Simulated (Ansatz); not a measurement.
C₂H₈O₂Si, SMILES `CO[SiH](C)O` at its PBE0-D4/def2-TZVP geometry, where that method's forces vanish. The species carries charge 0 and has multiplicity 1.

```xyz
13

C     0.7290    0.7542    1.7500
O     0.8921    0.7001    0.3547
Si   -0.3020    0.2658   -0.6878
C    -0.5710   -1.5634   -0.7609
O     0.1545    0.7380   -2.1885
H     0.7686   -0.2464    2.1953
H    -0.2227    1.2213    2.0320
H     1.5420    1.3485    2.1717
H    -1.5412    0.9706   -0.2417
H    -1.3677   -1.8089   -1.4672
H     0.3406   -2.0731   -1.0814
H    -0.8576   -1.9542    0.2190
H     0.4354    1.6477   -2.2953
```

Question: What forces (eV/Å) does ωB97M-V/def2-TZVPP give on these atoms in the Gaussian-basis code of Ansatz? (Best estimate.)

Answer: Ansatz gave: 
```
C1  -0.022  0.017  0.347
O2   0.063  0.002 -0.200
Si3 -0.200 -0.019  0.087
C4  -0.004 -0.026 -0.004
O5   0.031  0.070 -0.086
H6  -0.004  0.086 -0.042
H7   0.079 -0.037 -0.029
H8  -0.079 -0.056 -0.030
H9   0.130 -0.075 -0.039
H10  0.055  0.015  0.051
H11 -0.063  0.037  0.023
H12  0.017  0.020 -0.061
H13 -0.005 -0.033 -0.015
```
